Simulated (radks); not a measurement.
Valence configurations of Pm II (all share [Xe]). All-electron calculation, scalar-relativistic Kohn-Sham, r2SCAN, spin-unpolarised, spherical densities, finite nucleus; meta-GGA in the generalised Kohn-Sham scheme; Fermi nuclear charge, rms radius 4.962 fm. Program: a radial shooting solver on a logarithmic mesh with Libxc functionals. Energies are relative to 4f5 6s1; eigenvalues in eV.

valence              E (eV)    e(4f)    e(5d)   e(6p)    e(6s)
4f5 6s1               0.000   -7.825        -       -   -8.174
4f6                   2.317   -2.774        -       -        -
4f4 6s1 6p1           6.265  -16.886        -  -6.778  -10.337
4f4 6s2               2.633  -15.723        -       -   -9.849
4f5 5d1               1.159   -5.982   -5.785       -        -
4f5 6p1               2.918   -8.979        -  -5.745        -
4f4 5d1 6p1           6.031  -14.499   -9.265  -6.032        -
4f5.5 6s0.5           0.721   -4.800        -       -   -7.250
4f4.5 5d0.5 6s1       0.890  -10.445   -7.705       -   -8.482
4f3.5 5d1 6s0.5 6p1   9.575  -18.854  -10.727  -6.540  -10.030

NIST lists [Xe] 4f5 6s1 as the ground configuration; this level of theory agrees among the configurations tried. The energies are those of spherical spin-averaged densities, not of single terms.
